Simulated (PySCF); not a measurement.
# Dipole response of He⁺ (helium, charge +1)

1s1, 2S determinant. Computed with PySCF 2.14 in aug-cc-pV5Z, with the non-relativistic Hamiltonian (point nucleus). Coupled (time-dependent) response in atomic units; α is the mean over directions.

```
method  mean α (bohr³)  C₆ (like pair)   S(−4)
   UHF          0.2809          0.1015  0.1032
```

S(−4) is the Cauchy moment in α(ω) = α(0) + S(−4) ω² + …

α(iu) at UHF:

```tsv
u (hartree)	α(iu) (bohr³)
0	0.2809
0.0500	0.2807
0.100	0.2799
0.200	0.2769
0.300	0.2720
0.500	0.2575
0.750	0.2336
1.00	0.2071
1.50	0.1577
2.00	0.1192
3.00	0.07152
5.00	0.03222
```

A single London oscillator, α(iu) = α/(1 + u²/ω²), gives C₆ = (3/4) ω α². Matching the computed C₆ needs ω = 4 × 0.1015 / (3 × 0.2809²) = 1.72 hartree.

For a non-relativistic one-electron ion the exact value is 9/(2Z⁴) = 0.2812 bohr³; Hartree-Fock is exact here up to the basis.

For an ion, C₆ is the dispersion term alone; charge-induced terms of lower order in 1/R come first.
